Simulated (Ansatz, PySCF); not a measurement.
YOCl, SMILES [O]=[Y][Cl].

Coordinates come from a PBE0-D3(BJ)/def2-TZVP optimisation. The def2 effective core potentials stand for the cores of Y; spin–orbit coupling is left out.

Vertical ionisation energy (IE) and electron affinity (EA) in eV. Rows of orbital energies are one-electron estimates. Where ΔSCF, EOM or ADC give a negative EA the extra electron is unbound and the value depends on the basis.

| level | IE | EA |
|---|---|---|
| −ε(HOMO), −ε(LUMO), r2SCAN/def2-TZVPD (PySCF) | 5.94 | 2.59 |
| −ε(HOMO), −ε(LUMO), PBE/def2-TZVPD (PySCF) | 5.75 | 3.16 |
| ΔSCF, PBE0/def2-TZVPD (Ansatz), final states of multiplicity 2 and 2 | 9.18 | 1.33 |
| ΔSCF, PBE/def2-TZVPD (Ansatz), final states of multiplicity 2 and 2 | 9.09 | 1.30 |

Question: What vertical singlet–triplet gap does ΔSCF give with PBE0/def2-TZVPD (Ansatz, a quantum-chemistry and plane-wave program) and with PBE/def2-TZVPD (Ansatz)? (An estimate is asked for; the answer gives what the named calculation found.)

Answer: 2.85 and 2.92 eV (triplet above singlet where positive).
